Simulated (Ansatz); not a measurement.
Mean bond length (Å) of eight silicon and germanium compounds: PBE-D3(BJ) beside B3LYP-D3(BJ), computed with Ansatz (an electronic-structure program) for isolated molecules in the bases named; differences from unrounded values. The eight are the first of their class met in an unordered collection, after screening for sound electronic states; none was chosen by its value. Each level has its own optimised geometry.

```tsv
molecule	basis	B3LYP-D3(BJ)	PBE-D3(BJ)	difference
C₂H₅FSi₂, SMILES C#C[Si@@H](F)[SiH3]	def2-SVP	1.563	___	___
GeF2Cl2, SMILES [F][Ge]([F])([Cl])[Cl]	def2-SVP	1.921	1.931	0.010
CH6ClFOSi2, SMILES [Si@@](F)(O)([SiH2]C)Cl	def2-SVP	1.530	___	___
H₅O₃PSi, SMILES O[Si](O)(O)P	def2-SVP	1.444	1.455	0.011
Ge(F)3(SeH) (F₃GeHSe), SMILES [F][Ge]([F])([F])[SeH]	def2-SVP	1.793	___	___
Si(F)(OH)2(SiH3) (FH5O2Si2), SMILES O[Si](O)(F)[SiH3]	def2-SVP	1.519	1.530	0.011
B(OH)(SiH3)2 (BH₇OSi₂), SMILES OB([SiH3])[SiH3]	def2-SVP	1.539	1.549	0.010
CH₇FOSi₂, SMILES [SiH3]O[Si@@H](C)F	def2-SVP	1.460	1.471	0.011
```

Q: What belongs in the gaps? (The exact figures need the calculation; the answer reports its results.)

A: 
- Ge(F)3(SeH) (F₃GeHSe), SMILES [F][Ge]([F])([F])[SeH], PBE-D3(BJ): 1.805
- Ge(F)3(SeH) (F₃GeHSe), SMILES [F][Ge]([F])([F])[SeH], difference: 0.011
- CH6ClFOSi2, SMILES [Si@@](F)(O)([SiH2]C)Cl, PBE-D3(BJ): 1.539
- CH6ClFOSi2, SMILES [Si@@](F)(O)([SiH2]C)Cl, difference: 0.009
- C₂H₅FSi₂, SMILES C#C[Si@@H](F)[SiH3], PBE-D3(BJ): 1.573
- C₂H₅FSi₂, SMILES C#C[Si@@H](F)[SiH3], difference: 0.010

PBE-D3(BJ) lies below B3LYP-D3(BJ) in 0 and above it in 8 of the eight; the mean signed difference is 0.010 and the largest 0.011 Å.
